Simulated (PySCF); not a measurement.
[Cr(H2O)6]3+ holds Cr(III), d3, at total charge +3. The structure is a model geometry with rigid ligands and bond lengths from ionic radii, not a minimum; coordination octahedral, point group Th, metal–donor distances 1.98 Å.

```
19

Cr    0.0000    0.0000    0.0000
O     0.0000    0.0000    1.9750
H     0.7750    0.0000    2.5500
H    -0.7750    0.0000    2.5500
O     0.0000    0.0000   -1.9750
H     0.7750    0.0000   -2.5500
H    -0.7750    0.0000   -2.5500
O     1.9750    0.0000    0.0000
H     2.5500    0.7750    0.0000
H     2.5500   -0.7750    0.0000
O    -1.9750    0.0000    0.0000
H    -2.5500    0.7750    0.0000
H    -2.5500   -0.7750    0.0000
O     0.0000    1.9750    0.0000
H     0.0000    2.5500    0.7750
H     0.0000    2.5500   -0.7750
O     0.0000   -1.9750    0.0000
H     0.0000   -2.5500    0.7750
H     0.0000   -2.5500   -0.7750
```

Method (PySCF 2.14, density fitting): CASSCF(3,5) with orbitals averaged over all microstates of the shell, strongly contracted NEVPT2 on the averaged canonical orbitals; basis x2c-TZVPall on the metal, x2c-SVPall elsewhere; spin-free X2C; gas phase; spin-orbit coupling by state interaction with the mean-field operator over all roots.

Problem. Which term lies lowest, and with what spin?

Solution. 4Ag (S = 3/2, orbital degeneracy 1), with 3.0 electrons in the lower (t2g-type) set and 0.0 in the upper (eg-type) set, by NEVPT2.

Problem. List the excited states of the same spin.

Solution. By NEVPT2: 4Tg at 17561 cm⁻¹ (569 nm); 4Tg at 25946 cm⁻¹ (385 nm); 4Tg at 39181 cm⁻¹ (255 nm). All are electric-dipole forbidden at this geometry.

Problem. Which is the lowest state of another spin?

Solution. 2Eg at 17467 cm⁻¹ by NEVPT2; CASSCF alone puts it at 19229 cm⁻¹ above the same ground state.

Problem. What ligand-field parameters describe the result?

Solution. At CASSCF level (the NEVPT2 levels don't fit a ligand-field model well): orbital energies 0, 0, 0, 15245, 15245 cm⁻¹; 10Dq = 15245 cm⁻¹; B = 1051 cm⁻¹; C = 3944 cm⁻¹; B over its free-ion value at the same level 0.909; rms of the fit 87 cm⁻¹; ζ = 261 cm⁻¹ (free ion 278).

Problem. What are the magnetic parameters?

Solution. The ground multiplet follows a spin Hamiltonian with S = 3/2, g = 1.968, 1.968, 1.968, D = 0 (spin-orbit part alone); the lowest levels hold 100 % of the spin-free ground state. μeff is 3.84 μB at 300 K and 3.81 μB at 10 K; the spin-only value is 3.88 μB.

NEVPT2 lifts 4Tg from 15298 to 17561 cm⁻¹; on the d shell alone it tends to overshoot states that fill the eg-type orbitals. NEVPT2 on the d shell alone tends to put d–d bands too high for such charged or covalently bound ions.

The job took 19 s on one thread of Arm Neoverse V2 (shared host), with 192 basis functions, launched as `OMP_NUM_THREADS=1 python lf_run.py task.json out`.
